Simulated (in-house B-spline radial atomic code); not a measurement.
A fraction x of an electron is moved 2p → 3p in neutral aluminium, starting from [Ne] 3s2 3p1 and keeping the highest spin. Level of theory: non-relativistic LC-wPBE, spin-polarised, spherical fractional occupations, point nucleus; calculated with a radial B-spline atomic code at the basis-set limit.

Caution: exact exchange at fractional occupations of open shells leaves self-interaction of up to several eV.

```
    x  E(x) - E(0) (eV)  2p down level (eV)  3p up level (eV)
    0            0.0000             -76.093            -2.334
0.125            9.2884             -77.611            -2.760
 0.25           18.7116             -79.110            -3.199
0.375                 ?                   ?                 ?
  0.5           37.9457             -82.055            -4.112
0.625           47.7499             -83.502            -4.584
 0.75                 ?                   ?                 ?
0.875           67.7176             -86.352            -5.555
    1           77.8744             -87.756            -6.054
```

Problem. What belongs in the row x = 0.375?

Solution. An energy change of 28.2651 eV; 2p down at -80.591 eV, 3p up at -3.650 eV.

Problem. What belongs in the row x = 0.75?

Solution. An energy change of 57.6745 eV; 2p down at -84.935 eV, 3p up at -5.065 eV.

Problem. Check Janak's theorem between x = 0.125 and 0.25.

Solution. The slope of the energy is 75.39 eV; the orbital levels give 75.38 eV (ε of the receiving orbital less ε of the emptying one, averaged over the two points).
